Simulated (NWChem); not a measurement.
Correlation energy of dimethyl selenide (C2H6Se)

```xyz
9

C     -1.4564     0.0000     0.8124
Se     0.0000     0.0000    -0.4703
C      1.4564     0.0000     0.8124
H     -1.4246     0.9007     1.4415
H     -2.3925     0.0000     0.2375
H     -1.4246    -0.9007     1.4415
H      1.4246     0.9007     1.4415
H      2.3925     0.0000     0.2375
H      1.4246    -0.9007     1.4415
```
Charge 0, spin multiplicity 1.

All runs are NWChem calculations. The geometry was optimised at PBE0/def2-SVP, a minimum by its harmonic frequencies.

Basis set: def2-SVP. Each correlation energy counts from its own Hartree-Fock reference.

The Hamiltonian is non-relativistic. The correlated methods keep 11 core orbitals frozen. Coupled-cluster values serve here as a point of comparison, not as the truth.

Task: For the correlation energy, CCSD(T) gives -583.2 mHa and SCS-MP2 gives -520.4 mHa. What do CCSD+T(CCSD), CR-CCSD[T], CCSD give?

Result: CCSD+T(CCSD): -583.9 mHa; CR-CCSD[T]: -579.9 mHa; CCSD: -567.5 mHa.
